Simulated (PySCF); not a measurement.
Input for PySCF: R-MP2/6-31G* on C2H6 (a complex), monomers drawn apart or pushed together.

```python
from pyscf import gto, scf, dft, mp
from pyscf.data.elements import chemcore

mol = gto.M(
    atom='''
    C     0.40942645    0.55153586   -0.32883006
    C    -0.13505697   -0.61369184   -0.01149816
    H     1.48203390    0.70262540   -0.31143485
    H    -0.19496967    1.40264911   -0.61852531
    H    -1.20767617   -0.76484229   -0.02834837
    H     0.46917994   -1.46471260    0.27883128
    H    -0.41546216    0.12801045    3.39642144
    H    -0.55206310    0.09126543    4.12766726
    ''',
    basis='6-31g*',
    cart=True,
    charge=0, spin=0, verbose=3, max_memory=1800)
mf = scf.RHF(mol)
mf.conv_tol = 1e-8
mf.max_cycle = 100
mf.kernel()
if not mf.converged:
    mf = mf.newton().run(mf.mo_coeff, mf.mo_occ)
pt = mp.MP2(mf, frozen=chemcore(mol)).run()
```

The log:

```
converged SCF energy = -79.1585923653706
E(RMP2) = -79.4295627666637  E_corr = -0.270970401293101
E(SCS-RMP2) = -79.4341103611454  E_corr = -0.275517995774802
```

Self-consistency was reached.

Cost: around 0.3 core-seconds (rough).
